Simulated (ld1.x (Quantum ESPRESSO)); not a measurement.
**Before and after: TM potential for Rb (Z = 37)**

```json
{"Element": "rubidium", "Generator": "ld1.x (Quantum ESPRESSO) 7.5", "Type": "norm-conserving Troullier–Martins (Kleinman–Bylander form)", "Functional": "PW91", "Relativity": "fully relativistic", "Frozen core": "[Kr]", "Valence charge": "1", "Reference configuration": "4d1 5s0 5p0", "Partial waves": "5p (bound, empty): rc 3.60 bohr; 4d (bound): rc 4.20 bohr; 5s (bound, empty): rc 3.85 bohr", "Local potential": "the s channel", "Core correction": "Bessel-smoothed model core, default radius (core density twice the valence density)"}
```

Open shells are filled in proportion to 2j + 1 (rel_dist='average').

Change: core correction Bessel-smoothed model core inside 1.76 bohr.

Cutoffs: the cutoffs (Ry, on a coarse ladder) from which the occupation-weighted sum of valence levels, in a spherical-Bessel basis at the reference potential, stays within 10 and 1 mRy of its value at 400 Ry; they do not see the model core or the augmentation charge, which bear on the density cutoff. Errors are all-electron minus pseudo energies relative to the spin-unpolarised reference configuration.

Question: How do hardness, ghosts and transferability respond?

Answer: Both files are so soft that the ladder of cutoffs tells neither apart; both files keep a bound ghost (p); of the 4 tests that both files solve, the error grows in 2 and shrinks in 0 by more than 15 % and 0.3 meV (median size 1.1 → 1.8 meV). The default core radius of the base comes out at 3.68 bohr. A model core, the more so a compact one, raises the density cutoff, which this test does not measure.

| quantity | base | changed |
| --- | --- | --- |
| cutoff, loose | 6 Ry | 6 Ry |
| cutoff, tight | 8 Ry | 8 Ry |
| bound ghosts | p1/2, p3/2 | p1/2, p3/2 |
| error for 4d0 5s1 5p0, meV [ΔE -2.23 eV] | +3.0 | -2.7 |
| error for 4d0 5s0.5 5p0, meV [ΔE -0.65 eV] | +0.5 | -0.9 |
| error for 4d0 5s0 5p1, meV [ΔE -0.72 eV] | -1.3 | -3.2 |
| error for 4d0.5 5s0.5 5p0, meV [ΔE -1.12 eV] | +0.8 | -0.7 |
| s: phases at 4.57 bohr within 0.05 rad from the reference energy up to (Ry; the scan ends near 5) | 0.8 | 0.8 |
| p1/2: phases at 4.57 bohr within 0.05 rad from the reference energy up to (Ry; the scan ends near 5) | n/a | n/a |
| p3/2: phases at 4.57 bohr within 0.05 rad from the reference energy up to (Ry; the scan ends near 5) | 0.9 | 0.9 |
| d3/2: phases at 4.57 bohr within 0.05 rad from the reference energy up to (Ry; the scan ends near 5) | 0.5 | 0.5 |
| d5/2: phases at 4.57 bohr within 0.05 rad from the reference energy up to (Ry; the scan ends near 5) | 0.5 | 0.5 |

 A true bound ghost makes a file unfit for plane-wave use even where its test errors are small: the radial tests pick states by their node count and pass the ghost by.
